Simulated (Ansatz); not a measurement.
BSe, multiplicity 2 (lowest of 2S+1 = 2, 4 at CCSD(T)/def2-TZVPP on PBE0 minima; our sources give no spin for the ground state, which may be another), most abundant isotopes (11.0093 and 79.9165 u). Constants from fifth-degree fits in 1/R to seven points on the lowest solution found; no spin–orbit coupling, no relativity up to Kr; ω_e x_e and α_e move by some per cent with the fit.

Correlated levels freeze the inner cores; with def2 sets outer-core shells near the valence are correlated too. CBS: X⁻³ extrapolation of the correlation energy, Hartree–Fock from the larger set.

Programs: Ansatz (Gaussian orbitals). 

```json
[
 {"level": "PBE/def2-TZVPP", "r_e (Å)": "1.7553", "ω_e (cm⁻¹)": "955.3", "ω_e x_e (cm⁻¹)": "4.70", "α_e (cm⁻¹)": "0.00379"},
 {"level": "CCSD(T)/CBS(def2-TZVPP, def2-QZVPP)", "r_e (Å)": "1.7395", "ω_e (cm⁻¹)": "991.2", "ω_e x_e (cm⁻¹)": "5.44", "α_e (cm⁻¹)": "0.00386"}
]
```

Q: Derive the rotational constants, the centrifugal constant, the fundamental, the zero-point energy and the force constant.

A: 
μ = 9.67630 u.
- PBE/def2-TZVPP: B_e = 16.8576/(μ r_e²) = 0.56545 cm⁻¹; B₀ = B_e − α_e/2 = 0.56355 cm⁻¹; D = 4B_e³/ω_e² = 7.92e-07 cm⁻¹; fundamental ω_e − 2ω_e x_e = 946 cm⁻¹; zero-point energy ω_e/2 − ω_e x_e/4 = 476 cm⁻¹; k = μ(2πcω_e)² = 520 N/m
- CCSD(T)/CBS(def2-TZVPP, def2-QZVPP): B_e = 16.8576/(μ r_e²) = 0.57574 cm⁻¹; B₀ = B_e − α_e/2 = 0.57381 cm⁻¹; D = 4B_e³/ω_e² = 7.77e-07 cm⁻¹; fundamental ω_e − 2ω_e x_e = 980 cm⁻¹; zero-point energy ω_e/2 − ω_e x_e/4 = 494 cm⁻¹; k = μ(2πcω_e)² = 560 N/m

Doubts at one or more of the structures used: a spin-contaminated determinant (CCSD(T)/CBS(def2-TZVPP, def2-QZVPP)).

Ansatz is an electronic-structure program.
